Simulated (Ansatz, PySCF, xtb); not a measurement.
Ligands exchanged one at a time, Ga Cl-OH. All species are isolated molecules in the gas phase. One relaxed conformer stands for each flexible species; it need not be the lowest. Strings in code marks are SMILES.

Quantity: redistribution energy (mixed species minus the weighted end members), in kcal/mol.

Level 1: frozen-core MP2/cc-pVTZ // r2SCAN-D4/def2-TZVP (Ansatz, an electronic-structure program)
Level 2: PBE/6-31G* // r2SCAN-D4/def2-TZVP (PySCF)
Level 3: HF/6-31G* // r2SCAN-D4/def2-TZVP (PySCF)
Level 4: GFN2-xTB (xtb)

```json
[
 {"species": "2 of 3 Cl replaced by OH: `[OH][Ga]([OH])[Cl]` (H–O–Ga–Cl torsion 0°, Cl–Ga–O–H torsion 180°)", "level 1": "-0.69", "level 2": "-1.30", "level 3": "-0.76", "level 4": "0.09"},
 {"species": "1 of 3 Cl replaced by OH: `[OH][Ga]([Cl])[Cl]` (H–O–Ga–Cl torsion 180°)", "level 1": "-0.67", "level 2": "-1.26", "level 3": "-0.70", "level 4": "-0.11"}
]
```
